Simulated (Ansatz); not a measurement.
`OB[SiH]1SS1` + NH₃ → `N[SiH]1SS1` + `BO` at 700 K and 1 bar (cleavage of the Si–B bond).

Isolated molecules relaxed with PBE0-D4/def2-TZVP in Ansatz; ΔE leaves out vibrations. CCSD(T)/CBS is the MP2 limit (def2-TZVPP, def2-QZVPP) plus CCSD(T) − MP2 in def2-TZVPP, frozen cores. This one scheme is used for every species. One conformer a species, not always the lowest.

```json
{"species": "`OB[SiH]1SS1`", "CCSD(T)/CBS energy (Eh)": "-1186.47066", "H − E (kJ/mol)": "177.4", "S (J/(mol·K))": "458.7"}
{"species": "NH₃", "CCSD(T)/CBS energy (Eh)": "-56.50880", "H − E (kJ/mol)": "116.9", "S (J/(mol·K))": "226.5"}
{"species": "`N[SiH]1SS1`", "CCSD(T)/CBS energy (Eh)": "-1141.20432", "H − E (kJ/mol)": "162.7", "S (J/(mol·K))": "426.6"}
{"species": "`BO`", "CCSD(T)/CBS energy (Eh)": "-101.80414", "H − E (kJ/mol)": "126.4", "S (J/(mol·K))": "277.4"}
```

H − E and S are ideal-gas, rigid-rotor, harmonic terms from PBE0-D4/def2-TZVP, for one conformer and one mirror image of each species. 1 Eh = 2625.50 kJ/mol, R = 8.31446 J/(mol·K).

Question: By hand: ΔE, ΔH, ΔS and ΔG.

Answer: ΔE = (-1141.20432) + (-101.80414) − (-1186.47066) − (-56.50880) = -0.02900 Eh = -76.1 kJ/mol. Δ(H − E) = 162.7 + 126.4 − 177.4 − 116.9 = -5.2, so ΔH = -81.3 kJ/mol. ΔS = 426.6 + 277.4 − 458.7 − 226.5 = 18.8 J/(mol·K). ΔG = -81.3 − 700 × (18.8)/1000 = -94.5 kJ/mol.

Question: By hand: the equilibrium constant, and the temperature at which ΔG would vanish if ΔH and ΔS stayed fixed.

Answer: log₁₀ K = −ΔG/(RT ln 10) = 7.1. ΔH and −TΔS have one sign here, so there is no such temperature.

ΔH outweighs TΔS. A doubt of 5 kJ/mol in ΔE shifts log₁₀ K by 0.4 here. Other conformers and mirror images would add mixing entropy, several J/(mol·K) or more a flexible species. Modes under 60 cm⁻¹, often nearly free rotors, make the harmonic entropy too high. These are equilibria of isolated gas molecules and say nothing of rates. Largest T1 diagnostic: 0.015 (customary marks: 0.02 for closed shells, 0.045 for open ones).
